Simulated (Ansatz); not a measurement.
**Abstraction of Cl: SiHCl3 + C2H5ClGa → SiHCl2 + C2H5Cl2Ga**

Species: SiHCl3 (trichlorosilane) `Cl[SiH](Cl)Cl`, singlet; C2H5ClGa `C[CH2][Ga][Cl]`, doublet; SiHCl2 `Cl[SiH]Cl`, doublet; C2H5Cl2Ga `C[CH2][Ga]([Cl])[Cl]`, singlet. A radical takes Cl: the energy is the difference in strength between the Si–Cl bond broken and the Ga–Cl bond made.

Shapes, held fixed at every level: PBE0-D4/def2-TZVP. Flexible molecules stand in one conformer, not always the lowest. Programs: Ansatz 0.2.0. Electronic energies: no zero-point or thermal term.

| level | kind | ΔE (kJ/mol) | less CCSD(T)/def2-TZVPP |
| --- | --- | --- | --- |
| MP2/def2-SVP | perturbation theory | +9.2 | -12.9 |
| MP2/def2-TZVPP | perturbation theory | +23.3 | +1.2 |
| HF/def2-SVP | Hartree–Fock | +6.4 | -15.7 |
| PBE-D4/def2-TZVPP | GGA | +28.1 | +6.0 |
| r2SCAN0-D4/def2-TZVPP | global hybrid | +23.3 | +1.2 |
| wB97X-V/def2-TZVPP | range-separated hybrid | +26.0 | +3.9 |
| CCSD/def2-SVP | coupled cluster or CI | +9.2 | -12.9 |
| CCSD(T)/def2-TZVPP | coupled cluster or CI | +22.1 | 0.0 |

The highest level, CCSD(T)/def2-TZVPP, gives ΔE = +22.1 kJ/mol; the levels span +6.4 to +28.1. The column of differences is taken from that level and isn't an error. No measured value is set beside it here. Open shells run unrestricted. Relativity is left out for Ga. Outer-core shells of Ga are correlated in most correlated rows, in sets that cover them unevenly.
